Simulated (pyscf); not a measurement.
O=SnH–Cl (SMILES [O]=[SnH][Cl]), singlet

Gas-phase minimum from PySCF at ωB97X-D3(BJ)/def2-SVP, one conformer. O=SnH–Cl lies 70.0 kcal/mol over its isomer HO–Sn:–Cl [singlet], and others may lie lower still (electronic energy, ωB97M-D3(BJ)). 

```
Sn
O 1 1.8257
H 1 1.6969 2 134.65
Cl 1 2.3309 3 104.00 2 179.87
```

Properties at ωB97X-D3(BJ)/def2-SVP:

```
Property                                                                                                                                            Value
---------------------------------------------------------------------------------------------------------------------  ----------------------------------
Harmonic wavenumbers, unscaled                                                                                         160, 383, 395, 603, 867, 1995 cm⁻¹
Zero-point energy                                                                                                                            6.3 kcal/mol
Rotational symmetry number                                                                                                                              1
Entropy of this conformer at 298 K and 1 atm, rigid rotor and harmonic oscillator, modes under 100 cm⁻¹ raised to 100                     301.5 J/(mol K)
Dipole moment                                                                                                                                      3.84 D
```

Single-point totals, which compare only within one level (frozen core for MP2 and CC):

| level | total energy (hartree) |
|---|---|
| ωB97X-D3(BJ)/def2-TZVP | -750.44599 |
| PBE/def2-TZVP | -750.10230 |
| r²SCAN/def2-TZVP | -750.37728 |
| B3LYP-D3(BJ)/def2-TZVP | -750.45405 |
| PBE0-D3(BJ)/def2-TZVP | -750.13390 |
| M06-2X/def2-TZVP | -750.24437 |
| ωB97M-D3(BJ)/def2-TZVP | -750.45806 |
| HF/def2-TZVPP | -748.30897 |
| MP2/def2-TZVPP | -749.06861 |
| CCSD/def2-TZVPP | -749.06869 |
| CCSD(T)/def2-TZVPP | -749.10294 |

The CCSD(T) − MP2 part came from Ansatz, without density fitting, on the same reference. The frozen core leaves the outer d or s,p core shells of the metals and heavy elements correlated in the MP2 and CC values, and def2-TZVPP describes them poorly, so these totals are far from the basis limit. Elements past Kr carry the def2 core potentials, without spin-orbit coupling.
